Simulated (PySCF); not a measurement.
C$_{4}$H$_{10}$BF (SMILES CC(C)(C)BF), singlet, geometry from GFN2-xTB.

The PySCF input:
```python
from pyscf import gto, scf, dft

mol = gto.M(
    atom='''
B     0.201361    0.086392   -1.284445
F     1.489749    0.071952   -1.548194
H    -0.509554    0.250217   -2.205850
C    -0.285302   -0.041061    0.229284
C    -1.719447   -0.572537    0.346853
C     0.648133   -0.932019    1.062228
C    -0.244392    1.386261    0.816692
H    -2.034043   -0.589586    1.388947
H    -1.785629   -1.584038   -0.047175
H    -2.409137    0.055969   -0.211055
H     0.621853   -1.956593    0.697148
H     1.673243   -0.575090    1.001430
H     0.342245   -0.931748    2.107178
H     0.764049    1.791429    0.774190
H    -0.906038    2.049829    0.264080
H    -0.565485    1.366224    1.856740
''',
    basis='def2-sv(p)',
    charge=0,
    spin=0,
    verbose=4,
    max_memory=1800,
)

mf = dft.RKS(mol)
mf.xc = 'pbe'
mf = mf.density_fit(auxbasis='def2-universal-jkfit')
mf.kernel()
```

**Question.** What HOMO energy does DF-PBE/def2-SV(P) run with PySCF give?

**Answer.** -6.64 eV

**Question.** What Mulliken (on the basis functions themselves) charges in atom order does DF-PBE/def2-SV(P) give?

**Answer.** B1 0.05, F2 -0.04, H3 0.02, C4 -0.21, C5 -0.23, C6 -0.24, C7 -0.26, H8 0.09, H9 0.10, H10 0.10, H11 0.10, H12 0.11, H13 0.09, H14 0.11, H15 0.11, H16 0.10

**Question.** What dipole moment does DF-PBE/def2-SV(P) give?

**Answer.** 0.82 D

**Question.** Estimate the total energy that DF-PBE/def2-SV(P) returns for this input.

**Answer.** -282.5820 Eh

**Question.** What number of basis functions does DF-PBE/def2-SV(P) give?

**Answer.** 104
